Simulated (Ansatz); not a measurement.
A nudged elastic band was laid between two geometries of BCl2F + BrH (6 atoms, charge 0, multiplicity 1).

All numbers below come from Ansatz 0.2.0, RKS PBE-D4/def2-SVP.

- movable images: 7
- climbing image: yes
- spring: 5.0 eV/Å²
- optimiser: quadratic models (default)
- start path: through a guess of the saddle point
- force threshold: 0.05 eV/Å
- iteration limit: 60
- end points: relaxed

Initial state:

```xyz
6
Properties=species:S:1:pos:R:3
B 0.003 0.353 -0.124
F 0.011 0.497 1.201
Cl 1.528 0.335 -0.984
Cl -1.533 0.237 -0.955
Br 0.084 -2.933 1.133
H 0.051 -1.774 1.981
```

Final state:

```xyz
6
Properties=species:S:1:pos:R:3
B 0.021 -0.605 -0.462
F 0.014 0.192 2.089
Cl 1.521 0.180 -0.885
Cl -1.522 0.100 -0.868
Br 0.072 -2.402 0.278
H 0.039 -0.749 2.101
```

**Question.** What changes between the two ends?

**Answer.** Bonds broken: B1–F2, Br5–H6. Bonds formed: B1–Br5, F2–H6. BCl2F + BrH becomes BBrCl2 + FH.

**Question.** What energy profile does the band end with?

**Answer.** The run converged. The highest image is number 5 of 0 to 8, 99.8 kJ/mol above the first end and 24.7 kJ/mol above the last; the last end lies 75.1 kJ/mol above the first. A vibrational analysis at the climbing image gives one clearly imaginary mode, 585i cm⁻¹: a first-order saddle point. The orbitals stay closed-shell, which can raise the energy where a bond breaks towards radicals; this wasn't checked here.

```json
{"image": "0", "path coordinate (Å)": "0.00", "energy (kJ/mol)": "0.0", "B1–F2 (Å)": "1.33", "Br5–H6 (Å)": "1.44", "B1–Br5 (Å)": "3.52"}
{"image": "1", "path coordinate (Å)": "0.31", "energy (kJ/mol)": "1.4", "B1–F2 (Å)": "1.34", "Br5–H6 (Å)": "1.44", "B1–Br5 (Å)": "3.31"}
{"image": "2", "path coordinate (Å)": "0.61", "energy (kJ/mol)": "9.4", "B1–F2 (Å)": "1.34", "Br5–H6 (Å)": "1.44", "B1–Br5 (Å)": "3.02"}
{"image": "3", "path coordinate (Å)": "0.92", "energy (kJ/mol)": "32.9", "B1–F2 (Å)": "1.37", "Br5–H6 (Å)": "1.46", "B1–Br5 (Å)": "2.69"}
{"image": "4", "path coordinate (Å)": "1.22", "energy (kJ/mol)": "74.0", "B1–F2 (Å)": "1.44", "Br5–H6 (Å)": "1.54", "B1–Br5 (Å)": "2.39"}
{"image": "5", "path coordinate (Å)": "1.53", "energy (kJ/mol)": "99.8", "B1–F2 (Å)": "1.59", "Br5–H6 (Å)": "1.74", "B1–Br5 (Å)": "2.20"}
{"image": "6", "path coordinate (Å)": "1.88", "energy (kJ/mol)": "87.4", "B1–F2 (Å)": "1.86", "Br5–H6 (Å)": "2.05", "B1–Br5 (Å)": "2.04"}
{"image": "7", "path coordinate (Å)": "2.23", "energy (kJ/mol)": "78.3", "B1–F2 (Å)": "2.26", "Br5–H6 (Å)": "2.29", "B1–Br5 (Å)": "1.97"}
{"image": "8", "path coordinate (Å)": "2.58", "energy (kJ/mol)": "75.1", "B1–F2 (Å)": "2.67", "Br5–H6 (Å)": "2.46", "B1–Br5 (Å)": "1.94"}
```

**Question.** What is the geometry of the highest image?

**Answer.** 
```xyz
6
Properties=species:S:1:pos:R:3
B 0.016 -0.302 -0.033
F 0.013 0.125 1.494
Cl 1.538 0.182 -0.791
Cl -1.534 0.108 -0.777
Br 0.070 -2.391 0.654
H 0.041 -1.005 1.706
```

**Question.** What are the harmonic wavenumbers there?

**Answer.** 585i, 144, 180, 264, 280, 388, 411, 671, 719, 960, 1061, 1561 cm⁻¹.

The run took 4 min on 2 threads of Arm Neoverse V2, with other jobs on the host, peak memory 0.14 GiB.
